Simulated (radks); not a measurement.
Values are calculated unless marked as measured or tabulated.
Isoelectronic series with 7 electrons, all held in the configuration [He] 2s2 2p3, which need not be the ground one along the series. Code: a radial shooting solver on a logarithmic mesh with Libxc functionals. Model: Dirac Kohn-Sham, BLYP, spin-unpolarised, spherical densities, point nucleus; open shells fill j = l - 1/2 first. Total energies (hartree) and mean radii <r> (bohr):

ion   E (hartree)   2p3/2   2p1/2   2s1/2
N       -54.51903   1.487   1.485   1.321
O+      -74.47839   1.111   1.109   1.086
F2+     -97.71574  0.8968  0.8954  0.9189
Ne3+   -124.22841  0.7548  0.7534  0.7961
Mg5+   -187.08778  0.5757  0.5742  0.6279
Al6+   -223.44262  0.5151  0.5136  0.5678
Si7+   -263.08803  0.4662  0.4646  0.5182
P8+    -306.03036  0.4259  0.4242  0.4765
S9+    -352.27664  0.3921  0.3903  0.4410
